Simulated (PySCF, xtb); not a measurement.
CH9ClOSi3, SMILES O[SiH2][SiH2][Si@@H](C)Cl.

GFN2-xTB (xtb) at its own geometry gives an orbital gap of 3.85 eV and a dipole moment of 1.92 D.

Geometry optimised at PBE0-D3(BJ)/def2-SVP. The structure was generated by enumeration; whether it is a known compound was not checked. One conformer was computed; it need not be the lowest.

What does r2SCAN/def2-TZVP in PySCF give? (Estimate from the structure and the level; the computed values follow.)

gap 5.71 eV (levels -6.83 and -1.11 eV), dipole 0.62 D.
